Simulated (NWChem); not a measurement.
# CH6Zr; SMILES [CH3][ZrH3]

Results from NWChem. All runs use the structure optimised with PBE0/def2-SVP. def2 effective core potentials on Zr; no spin-orbit coupling. Vertical excitations in the gas phase.

Task: What does the run give for B3LYP/def2-SVP, full TDDFT? Quantities: lowest excitation, singlet (eV); orbital gap (eV).

Result: 
```json
{
 "lowest excitation, singlet (eV)": "4.13",
 "orbital gap (eV)": "5.71"
}
```
